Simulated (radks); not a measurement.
These are the eigenvalues of the occupied orbitals of an atom or ion with whole-number occupations (Ry). All-electron calculation, Dirac Kohn-Sham, relativistic LDA (MacDonald-Vosko exchange, VWN5 correlation), spin-unpolarised, spherical densities, finite nucleus; Fermi nuclear charge, rms radius of each element as measured or else 0.836 A^(1/3) + 0.57 fm. Program: a radial shooting solver on a logarithmic mesh with Libxc functionals.

orbital  eigenvalue
1s1/2     -5364.624

Which element is it, and in what charge state? The configuration may be excited. Open shells, if any, fill j = l - 1/2 first.

Answer. Z = 71, lutetium, charge +70: Lu70+ in 1s1. The 1s level, -2682.3 hartree, gives Z - s = 73.2 by -(Z - s)^2/2, which with screening and relativity narrows Z to a few neighbours, and the depths must fix Z and the occupations together.
